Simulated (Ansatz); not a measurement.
Ansatz (a first-principles code) input (SVWN5/6-31G*):

Ansatz 0.2 input:
```yaml
crystal:
  periodic: [false, false, false]
  atoms:
    - {symbol: C, position_ang: [0.74148865, -1.28653962, -0.32335225]}
    - {symbol: Se, position_ang: [-0.21388692, 0.36606753, 0.09144170]}
    - {symbol: H, position_ang: [1.78584965, -1.11162642, -0.05722648]}
    - {symbol: H, position_ang: [0.67976908, -1.50618972, -1.38615624]}
    - {symbol: H, position_ang: [0.35760483, -2.10924229, 0.27447826]}
basis:
  gaussian:
    orbitals: 6-31G*
hamiltonian:
  xc: {name: SVWN5}
magnetization: {spin_polarized: true, initial_magnetization: 1}
output: {forces: true}
```

Output:

```
Functional definition: SVWN5
integrals: 0.01 GiB planned
671 factors; their error is unknown
mean field: 0.13 GiB planned
mean field evaluation 1: about -66318.4709 eV, gradient 3.3e1 eV
mean field evaluation 2: about -66306.2808 eV, gradient 5.3e1 eV
mean field evaluation 4: about -66323.1936 eV, gradient 4.8e0 eV
mean field evaluation 8: about -66323.2886 eV, gradient 2.3e0 eV
mean field evaluation 16: about -66323.3104 eV, gradient 3.0e-4 eV
mean field evaluation 32: about -66323.2748 eV, gradient 1.6e-6 eV
mean field -66323.31035805 eV, -2437.3367001040 hartree, gradient 3.6e-8 eV, S^2 0.750989; 4 other end points of the search recorded, 0 dependent functions left out
the calculation of the forces begins
reference -66323.31037843 eV, -2437.3367008529 hartree; 22, 21 occupied and 34, 35 virtual orbitals, 671 factors
Total energy: -66323.31037843 eV, -2437.3367008529 hartree
Atom 0 at     0.741489    -1.286540    -0.323352 Å, force    -0.518764     0.669277     0.142404 eV/Å
Atom 1 at    -0.213887     0.366068     0.091442 Å, force     0.197228    -0.311517    -0.074864 eV/Å
Atom 2 at     1.785850    -1.111626    -0.057226 Å, force     0.463118     0.081608     0.119481 eV/Å
Atom 3 at     0.679769    -1.506190    -1.386156 Å, force     0.004073    -0.079547    -0.479408 eV/Å
Atom 4 at     0.357605    -2.109242     0.274478 Å, force    -0.145655    -0.359821     0.292386 eV/Å
Dipole moment:     0.198900    -0.311012    -0.074356 e Å
```

The geometry given is a B3LYP-D3(BJ)/def2-TZVP minimum.
